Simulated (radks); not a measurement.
Results of a calculation; reference values are marked as such.
Spin polarisation of the 4d9 shell in the silver ion Ag2+. Start: [Kr] 4d(up 4.5, down 4.5); electrons of 4d are moved from spin down to spin up, other shells keep equal spins. Level of theory: scalar-relativistic Kohn-Sham, r2SCAN, spin-polarised, spherical densities, finite nucleus; meta-GGA in the generalised Kohn-Sham scheme; Fermi nuclear charge, rms radius of each element as measured or else 0.836 A^(1/3) + 0.57 fm (a radial shooting solver on a logarithmic mesh with Libxc functionals).

| moment (Bohr magnetons) | E - E(0) (eV) | e(4d up) (eV) | e(4d down) (eV) | 4p down minus up (eV) |
|---|---|---|---|---|
| 0 | 0.000 | -29.114 | -29.114 | 0.000 |
| 0.25 | -0.015 | -29.235 | -28.991 | 0.254 |
| 0.5 | -0.061 | -29.353 | -28.865 | 0.509 |
| 0.75 | -0.137 | -29.469 | -28.736 | 0.763 |
| 1 | -0.244 | -29.583 | -28.605 | 1.018 |

At moment 1 the spin-polarisation energy is -0.244 eV and the 4d exchange splitting 0.978 eV, that is 0.978 eV per Bohr magneton; E = -I m^2/4 would give I = 0.977 eV.
